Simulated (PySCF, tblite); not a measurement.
Species: C5H5ClO2S2.
SMILES: `c1(Cl)sc(cc1)S(=O)(C)=O`

Jobs on this species (15 atoms, 100 electrons) with PySCF (density fitting) and tblite. Hardware of each: an Arm Neoverse V1 with one thread, shared host. Times come from a shared host and carry two figures at best.

```json
{"level and settings": "GFN2-xTB", "work": "Hessian by finite differences", "basis functions": "–", "SCF cycles": "–", "wall time": "0.79 s"}
{"level and settings": "PBE0/pcSseg-1", "work": "shieldings, ring-centre shieldings, charges and field gradients, density and orbital grids written", "basis functions": "216", "SCF cycles": "?", "wall time": "?"}
{"level and settings": "GFN2-xTB", "work": "L-BFGS relaxation", "basis functions": "–", "SCF cycles": "–", "wall time": "0.67 s"}
```

**Question.** Fill in the missing figures.

**Answer.** 
- PBE0/pcSseg-1; shieldings, ring-centre shieldings, charges and field gradients, density and orbital grids written: 55 s, 15 SCF cycles

**Question.** What do all jobs in the table cost together?

**Answer.** About 56 s; the longest takes about 97 % of that, and about 82 times as long as the shortest.
